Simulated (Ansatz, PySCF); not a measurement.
Species: C₄H₁₂O₄Si (charge 0, singlet). 
Structure (B3LYP-D3(BJ)/def2-TZVP (Ansatz, an electronic-structure program) minimum search):
```
Si
O 1 1.6287
C 2 1.4204 1 124.61
H 3 1.0898 2 107.97 1 -177.37
H 3 1.0922 4 109.16 2 -120.71
H 3 1.0936 4 108.82 5 -118.67
O 1 1.6287 2 107.17 3 48.63
C 7 1.4204 1 124.61 2 -171.59
H 8 1.0898 7 107.97 1 177.37
H 8 1.0922 9 109.16 7 120.71
H 8 1.0936 9 108.82 10 118.67
O 1 1.6287 2 107.17 3 171.59
C 12 1.4204 1 124.61 2 -48.63
H 13 1.0898 12 107.97 1 177.37
H 13 1.0922 14 109.16 12 120.71
H 13 1.0936 14 108.82 15 118.67
O 1 1.6287 2 114.18 3 -69.89
C 17 1.4204 1 124.61 2 -69.89
H 18 1.0898 17 107.97 1 -177.37
H 18 1.0922 19 109.16 17 -120.71
H 18 1.0936 19 108.82 20 -118.67
```
Charge 0, spin multiplicity 1.

Total electronic energies in hartree. Correlated levels leave the core frozen unless marked. No spin-orbit coupling. No relativistic terms. 

| level | program | energy (Eh) |
|---|---|---|
| HF-D4/def2-TZVPD | PySCF + dftd4 | ? |
| PBE-D3(BJ)/def2-TZVPD | Ansatz + dftd3 | -749.71763 |
| BLYP/def2-TZVPD | Ansatz | -750.25487 |
| revPBE-D4/def2-TZVPD | Ansatz + dftd4 | ? |
| r2SCAN-D3(BJ)/def2-TZVPD | Ansatz + dftd3 | -750.13587 |
| PBE0/STO-3G | Ansatz | ? |
| BHLYP/def2-TZVPD | Ansatz | -750.16175 |
| TPSSh-D3(BJ)/def2-TZVPD | PySCF + dftd3 | -750.44961 |
| r2SCAN0-D4/def2-TZVPD | Ansatz + dftd4 | -750.07558 |
| HSE06/def2-TZVPD | Ansatz | -749.72902 |
| PBE-QIDH/def2-TZVPD | Ansatz | -749.61368 |
| RPA@PBE/cc-pV(T+d)Z | Ansatz | -749.92081 |
| SCS-MP2/STO-3G | Ansatz | -738.08907 |
| SCS-MP2/cc-pV(D+d)Z | Ansatz | -748.40231 |

Question: Fill in the missing entries.

Answer: 
- HF-D4/def2-TZVPD, energy (Eh): -747.28910
- revPBE-D4/def2-TZVPD, energy (Eh): -750.22710
- PBE0/STO-3G, energy (Eh): -740.09224
